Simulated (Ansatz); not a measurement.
C4H6BF, SMILES `B/C=C(\F)C=C`, relaxed with RKS PBE0-D4/def2-TZVP in Ansatz 0.2.0 from a PBE-D4/def2-SVP geometry. The force threshold is 0.005 eV/Å; the program also tests the step.

Total charge 0; spin multiplicity 1.

Start:

```xyz
12

B     0.114   -1.968   -1.660
C    -0.451   -1.084   -0.543
C     0.146    0.053   -0.063
F     1.315    0.472   -0.574
C    -0.371    0.910    0.996
C     0.260    2.022    1.435
H    -0.494   -2.962   -2.010
H     1.164   -1.689   -2.207
H    -1.405   -1.325   -0.043
H    -1.330    0.593    1.435
H    -0.167    2.640    2.238
H     1.219    2.337    0.996
```

Question: By how much does the energy fall, and how many steps does the optimiser take? (Estimate.)

Answer: Ansatz gave: 6.35 kJ/mol, in 5 steps.

Question: Which bonds change most? (Best estimate.)

Answer: Computed: C2–C3 from 1.371 to 1.348 Å; B1–H8 from 1.216 to 1.194 Å; C5–C6 from 1.352 to 1.332 Å; B1–H7 from 1.217 to 1.196 Å.

Question: Give the relaxed structure. (An estimate is asked.)

Answer: Ansatz gave: 
```xyz
12

B     0.114   -1.947   -1.644
C    -0.448   -1.069   -0.533
C     0.143    0.048   -0.066
F     1.302    0.461   -0.575
C    -0.365    0.902    0.987
C     0.256    1.998    1.417
H    -0.485   -2.923   -1.991
H     1.148   -1.674   -2.175
H    -1.388   -1.306   -0.041
H    -1.309    0.588    1.420
H    -0.166    2.604    2.209
H     1.199    2.316    0.990
```
